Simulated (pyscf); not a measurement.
Structures and frequencies: ωB97X-D3(BJ)/def2-SVP in PySCF. MP2 and CC: frozen core, UHF for open shells. ΔMP2 is the change of the MP2 total energy from the triple- to the quadruple-zeta basis.

**Question.** For the elementary gas-phase step `[Cl][CH2][InH]` [doublet] -> `[InH]` [singlet] + `[CH2][Cl]` [doublet] (doublet surface; C–In broken, none formed), what barrier and reaction energy does CCSD(T)/def2-TZVPP + ΔMP2(QZVPP) give, measured from the reactant's lowest minimum found?

**Answer.** ΔE‡ = 0.89 eV, ΔE = +1.06 eV. Zero-point energy shifts the barrier by -0.10 eV. It is a bond scission, with an imaginary mode of 48i cm⁻¹. On the product side the descent ends in a complex, 0.30 eV under the separated species and 0.01 eV under the saddle at ωB97X-D3(BJ)/def2-TZVP. At CCSD(T) the saddle lies under the separated products, which points to a path from their complex (located at ωB97X-D3(BJ) alone), and parting the products costs more than the saddle. [Cl–CH₂–InH]• lies 2.28 eV over its isomer [H₃C–In–Cl]• (electronic energy, ωB97M-D3(BJ)). One saddle was located; it need not be the lowest between these sides. The CCSD(T) − MP2 part came from Ansatz, without density fitting, on the same reference. The frozen core leaves the outer d or s,p core shells of the metals and heavy elements correlated in the MP2 and CC values, and def2-TZVPP describes them poorly, which can shift differences by a few kcal/mol. Elements past Kr carry the def2 core potentials, without spin-orbit coupling.
